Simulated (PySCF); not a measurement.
This PySCF input asks for the NMR shieldings of SMILES CB/C(=C\B(F)F)SCC, C₅H₁₀B₂F₂S; the geometry comes from GFN2-xTB.

```python
import basis_set_exchange as bse
import numpy as np
from pyscf import gto, dft
from pyscf.prop import nmr

atoms = """
C    -2.533176   -1.132856   -0.907419
B    -1.832283    0.260777   -1.052869
C    -0.413683    0.456858   -0.415760
C    -0.219450    0.990823    0.812216
B    -1.406524    1.458708    1.640087
F    -2.662322    1.349521    1.207946
F    -1.302799    2.004311    2.845384
S     0.862976   -0.093851   -1.479158
C     2.431688    0.174395   -0.570771
C     2.706182   -0.923435    0.439582
H    -3.573397   -1.140269   -1.217996
H    -1.999524   -1.851716   -1.531590
H    -2.475995   -1.518802    0.108305
H    -2.278685    1.121338   -1.706672
H     0.775564    1.105416    1.220151
H     3.190258    0.181344   -1.353007
H     2.389750    1.160834   -0.111712
H     2.770400   -1.886796   -0.060612
H     1.915718   -0.975011    1.184784
H     3.650155   -0.730910    0.946075
"""
names = dict.fromkeys(["C", "B", "F", "S", "H"], "pcSseg-1")
basis = {el: gto.basis.parse(bse.get_basis(n, elements=[el], fmt="nwchem")) for el, n in names.items()}
mol = gto.M(atom=atoms, basis=basis, charge=0, verbose=0)
mf = dft.RKS(mol, xc="PBE0")
mf.grids.level = 2
mf.grids.alignment = dft.numint.BLKSIZE   # the property module wants whole blocks of grid points
mf.conv_tol = 1e-9
mf.kernel()

calc = nmr.RKS(mf)   # GIAO
C = mf.mo_coeff
Co = C[:, mf.mo_occ > 0]
resp = mf.gen_response(singlet=True, hermi=2)
def vind(x):   # induced exchange potential for any number of trial vectors
    d = np.einsum("pi,xij,qj->xpq", C, 2 * x.reshape(-1, C.shape[1], Co.shape[1]), Co, optimize=True)
    return np.einsum("xpq,pi,qj->xij", resp(d - d.transpose(0, 2, 1)), C, Co, optimize=True).ravel()
mo1, _ = nmr.rhf.solve_mo1(calc, with_cphf=vind)
sigma = calc.kernel(mo1)
for i, s in enumerate(sigma):   # ppm
    print("%2d %-2s %9.2f" % (i, mol.atom_pure_symbol(i), np.trace(s) / 3))
```

Question: What does it print?

Answer: 
```
 0 C     169.95
 1 B      16.92
 2 C     -11.97
 3 C      85.53
 4 B      77.87
 5 F     257.92
 6 F     265.56
 7 S     394.58
 8 C     154.82
 9 C     171.12
10 H      29.99
11 H      30.95
12 H      30.57
13 H      23.75
14 H      26.56
15 H      28.99
16 H      28.58
17 H      30.55
18 H      30.11
19 H      30.44
```

These numbers come from an equivalent density-fitted implementation of the same equations, which agrees with the script to about 0.01 ppm for H and up to a few tenths of a ppm for heavy atoms, so last digits may differ.

Size and cost of the density-fitted run: 227 basis functions, 94 s wall time on 1 thread of an Arm Neoverse N1, shared host; peak memory 1.1 GiB.
